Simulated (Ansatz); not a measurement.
Compare A (`BC(F)([SiH3])[SiH3]`) with its isomer B (`BC(F)[SiH2][SiH3]`).

Program: Ansatz. Geometries: PBE0-D4/def2-TZVP. ΔE: electronic, gas phase. CCSD(T)/CBS adds triple-zeta CCSD(T) − MP2 to the extrapolated MP2 energy (def2 sets, frozen cores). DFT in def2-TZVPP. B3LYP here is the variant with VWN-RPA as its local correlation; programs differ in this. One conformer a species, not always the lowest.

(1) Which isomer does CCSD(T)/CBS put lower? Give the gap. (Best estimate.)

(2) Give E(B) − E(A) in kJ/mol with ωB97M-V, HF/def2-TZVPP, r2SCAN-D4, B3LYP-D4, B2PLYP, CCSD(T)/def2-TZVPP, MP2/def2-TZVPP. (Estimate.)

Largest T1 diagnostic: 0.014.

Answers

(1) Computed: A, by 7.2 kJ/mol.

(2) Ansatz gave: ωB97M-V 10.2, HF/def2-TZVPP 12.1, r2SCAN-D4 0.2, B3LYP-D4 5.5, B2PLYP 6.2, CCSD(T)/def2-TZVPP 6.9, MP2/def2-TZVPP 12.8. None reverses the order clearly.

The D4 term adds +4.6 kJ/mol with B3LYP and +2.2 kJ/mol with PBE0; it sums over pairs of atoms, weighted by their polarisabilities, and B3LYP, whose exchange is more repulsive, gets the larger term. From PBE to PBE0 (25 % exact exchange), in def2-TZVPP and without D4, E(B) − E(A) moves by +3.2 kJ/mol.
